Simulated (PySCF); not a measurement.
Ge(OH) (GeHO), SMILES [OH][Ge] (connectivity only; charge and spin as stated), neutral, multiplicity 2.

Geometry: PBE-D3(BJ)/def2-TZVP.

All values below come from PBE-D3(BJ)/def2-TZVP run with PySCF 2.14.0.

Frequencies are harmonic and unscaled.

| mode | ν (cm⁻¹) | IR (km/mol) | moving atoms (share of kinetic energy) |
|---|---|---|---|
| 1 | 647 | 107.4 | O 81 %, Ge 18 % |
| 2 | 766 | 55.2 | H 94 % |
| 3 | 3689 | 73.8 | H 94 % |
